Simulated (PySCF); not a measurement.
C₄H₆N₂S₂.
Bonds: C1–S2, S2–C3, C3–N4 (aromatic), N4–N5 (aromatic), N5–C6 (aromatic), C6–C7, C6–S8 (aromatic), C3–S8 (aromatic). Hydrogens: H9, H10, H11 on C1; H12, H13, H14 on C7.

Definitions: NICS(0) = −σiso at the ring centroid; NICS(1) = −σiso and NICS(1)zz = −σzz at ±1 Å along the ring normal z. Level: GIAO PBE0/pcSseg-1 (PySCF, non-relativistic, gas phase) on the GFN2-xTB geometry, one conformer.

Ring bond lengths (Å), with Mayer bond orders in brackets: C3–N4 1.290 (1.59), N4–N5 1.325 (1.18), N5–C6 1.280 (1.70), C6–S8 1.770 (1.05), S8–C3 1.758 (1.05).

Task: What do the NICS probes read (ppm)?

Result: 
```tsv
ring	type	NICS(0)	NICS(1), two faces	NICS(1)zz, two faces	rms pucker (Å)	centre to ring atoms, mean (Å)
C3–N4–N5–C6–S8	5-membered ring with 2 N and S; formal bonds all aromatic	-10.2	-10.4 / -10.4	-21.9 / -21.9	0.00	1.25
```

Task: What do they say, and how far can they be read as aromaticity?

Result: 
- C3–N4–N5–C6–S8: mean NICS(1)zz -21.9 ppm, shielded, aromatic by this magnetic criterion (flat ring, no four-coordinate atom).

Task: And the bond-length index? Use HOMA with the parameters of Krygowski (1993).

Result: 
- C3–N4–N5–C6–S8: HOMA 0.62; the largest term is that of C6–S8, α(R − Ropt)² = 0.81.

Task: At the first NICS(1) probe listed for ring C3–N4–N5–C6–S8, 1 Å off the ring, what do the in-plane components average?

Result: The isotropic value is a third of the trace: (3 × -10.4 − (-21.9))/2 = -4.7 ppm.

Task: List the ring angles and the Hirshfeld charges of the ring atoms.

Result: 
- C3–N4–N5–C6–S8: C3 113.8° (+0.010 e), N4 113.3° (-0.136 e), N5 115.2° (-0.133 e), C6 112.8° (+0.048 e), S8 84.8° (+0.075 e); sum 540.0° against 540° for a flat convex ring.

Task: How shielded are the nuclei of the rings and their hydrogens (means over atoms taken as equivalent)?

Result: 
```json
{"atoms": "C3", "environment": "substituted aromatic carbon", "σ isotropic (ppm)": "11.4", "principal values of the symmetric part, first atom (ppm)": "-45.4, 11.5, 68.0"}
{"atoms": "N4", "environment": "pyridine-type nitrogen", "σ isotropic (ppm)": "-104.5", "principal values of the symmetric part, first atom (ppm)": "-342.7, -89.3, 118.5"}
{"atoms": "N5", "environment": "pyridine-type nitrogen", "σ isotropic (ppm)": "-124.4", "principal values of the symmetric part, first atom (ppm)": "-387.6, -98.4, 113.0"}
{"atoms": "C6", "environment": "substituted aromatic carbon", "σ isotropic (ppm)": "19.8", "principal values of the symmetric part, first atom (ppm)": "-40.5, 29.3, 70.6"}
{"atoms": "S8", "environment": "thiophene-type sulfur", "σ isotropic (ppm)": "219.1", "principal values of the symmetric part, first atom (ppm)": "-44.6, 335.1, 366.6"}
```

Shape of the structure used: `[CH3:1][S:2][c:3]1[n:4][n:5][c:6]([CH3:7])[s:8]1`: C1–S2–C3–N4 0°.
